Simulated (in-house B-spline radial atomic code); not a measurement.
**Neutral vanadium: [Ar] (3d5/2)4 4s1 (an excited or competing configuration)**

All numbers are computed (Dirac-Hartree-Fock, average of the jj configuration; Fermi nucleus of rms radius 3.6002 fm) with an all-electron radial atomic-structure program (B-spline basis), not measured.

Screening seen three ways: the hydrogenic charge with the same mean radius, Z_r = [3n² - l(l+1)]/(2<r>), the one with the same energy, Z_e = n√(-2ε), and Slater's rules. Values are occupation-weighted means over j.

```tsv
shell	electrons	ε (eV)	<r> (bohr)	Z_r	Z_e	Slater
1s	2	-5518.7	0.06639	22.60	20.14	22.70
2s	2	-653.09	0.3058	19.62	13.86	18.85
2p	6	-541.67	0.2729	18.32	12.62	18.85
3s	2	-83.492	0.9552	14.13	7.43	11.75
3p	6	-51.197	1.033	12.10	5.82	11.75
3d	4	-7.6707	1.559	6.74	2.25	3.95
4s	1	-5.5299	3.939	6.09	2.55	2.80
```

The least bound orbital is 4s1/2 at -5.53 eV, and it is also the most diffuse (<r> = 3.939 bohr).

For the 1s electron the small component carries 0.681 % of the norm, the zero-frequency Breit interaction raises the level by 5.646 eV, self-energy by 2.704 eV, and vacuum polarisation lowers it by 0.2152 eV.
